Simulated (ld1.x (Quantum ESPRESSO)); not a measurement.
**phosphorus, RRKJ: configuration errors across variants**

P (Z = 15), norm-conserving RRKJ (Kleinman–Bylander form), made with ld1.x (Quantum ESPRESSO) 7.5 (PBE, non-relativistic). Core [Ne], reference 3s1.75 3p3.25. Waves: 3s (bound): rc 1.40 bohr; 3p (bound): rc 1.45 bohr. Local part: the p channel. Core correction: Bessel-smoothed model core, default radius (core density twice the valence density).

All-electron excitation energies from the reference (eV): (1) 3s2 3p3 -2.099; (2) 3s2 3p2 7.643; (3) 3s2 3p1 26.802; (4) 3s0 3p5 14.924; (5) 3s1 3p4 6.348; (6) 3s1 3p0 108.433; (7) 3s2 3p0 56.552.

6 further variants failed, have other tests or too few solved ones, and are left out.

Errors AE − PS in meV (a dash: test not solved or not reliable):

```tsv
change	(1)	(2)	(3)	(4)	(5)	(6)	(7)	bound ghosts
base	+0.1	+2.4	+16	+4.5	+0.8	+119	+48	none
all radii but the core radius scaled by about 0.97 (s 1.36, p 1.40 bohr)	0.0	+2.5	+17	+3.9	+0.7	+117	+50	none
all radii but the core radius scaled by about 1.38 (s 1.94, p 2.00 bohr)	+0.2	+1.6	+11	+12	+2.1	+127	+33	none
```

Q: Give the same row for: all radii but the core radius scaled by about 0.90 (s 1.26, p 1.30 bohr).

A: 0.0, +3.0, +20, +3.0, +0.5, +118, +57; bound ghosts: none.
